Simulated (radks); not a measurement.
Results of a calculation; reference values are marked as such.
Spherical quantum dot in the effective-mass picture: electrons in a hard-walled sphere of radius 6.68, with a point charge +1 (a donor) at the centre, all in effective atomic units (hartree* = m*/eps^2 hartree, bohr* = eps/m* bohr), one dielectric constant everywhere. Level of theory: non-relativistic Kohn-Sham, PBE, spin-polarised, spherical densities (a radial shooting solver with Libxc functionals). Levels are named by radial order and angular momentum (1s, 1p, 1d, 2s, ...), and open shells are averaged over m.

N = 12, configuration 1s2 1p6 1d(up 3, down 0) 2s(up 1, down 0). This is the lowest configuration that the search found. Occupied levels:

level    occupation  eigenvalue (hartree*)  <r> (bohr*)
1s up             1                 2.0831        3.870
1s down           1                 2.1244        4.267
1p up             3                 2.1615        4.645
1p down           3                 2.1914        4.611
2s up             1                 2.2529        2.380
1d up             3                 2.2642        4.806

Energy (hartree*): total 12.4027, kinetic 3.9113, external -3.5115, Hartree 14.709, exchange-correlation -2.7065.

Electron density:

r (bohr*)  n(r) (e/bohr*^3)
0.183                0.2349
0.682               0.08505
1.18                0.03232
1.68                0.01398
2.18               0.008437
2.68               0.007924
3.18               0.009849
3.68                0.01302
4.18                0.01604
4.68                0.01709
5.18                0.01453
5.67               0.008491
6.17               0.002390
6.67              2.495e-06
